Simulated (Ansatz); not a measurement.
Reaction: Si2H4F (SMILES F[SiH][SiH3], doublet) → Si2H4F (SMILES F[SiH2][SiH2], doublet)
Each species at its own B3LYP-D3(BJ)/def2-TZVP minimum (Ansatz, a program for electronic structure).

Wanted: isomerisation energy (electronic), in kcal/mol. UHF or UKS for unpaired electrons; spin-orbit terms are left out. CBS(X,Y): correlation extrapolated as X^-3, Hartree-Fock from the larger set. A bracket is a step between two methods taken in the basis named. Functionals run without relativity, which enters their misses. '+ core + X2C': CCSD(T) terms for core correlation (cc-pwCVTZ, 1s frozen past Ne) and scalar relativity (cc-pVTZ-DK).

CCSD(T)/CBS(cc-pV(T+d)Z,cc-pV(Q+d)Z) + [CCSDT(Q) - CCSD(T)]/cc-pV(D+d)Z + core + X2C (Ansatz) gives -2.5 kcal/mol.

Problem. What does PBE/def2-TZVPD (Ansatz) give here, and how do the other levels compare?

Solution. PBE gives -0.8 kcal/mol, 1.7 kcal/mol above it. Differences of the others: r2SCAN/def2-TZVPD (Ansatz) 0.6; B3LYP/def2-TZVPD (Ansatz) 1.3; PBE0/def2-TZVPD (Ansatz) 0.9; wB97M-V/def2-TZVPD (Ansatz) 0.8; CCSD(T)/CBS(cc-pV(T+d)Z,cc-pV(Q+d)Z) + core + X2C (Ansatz) 0.0 kcal/mol. Nearer than PBE: r2SCAN/def2-TZVPD, B3LYP/def2-TZVPD, PBE0/def2-TZVPD, wB97M-V/def2-TZVPD, CCSD(T)/CBS(cc-pV(T+d)Z,cc-pV(Q+d)Z) + core + X2C.
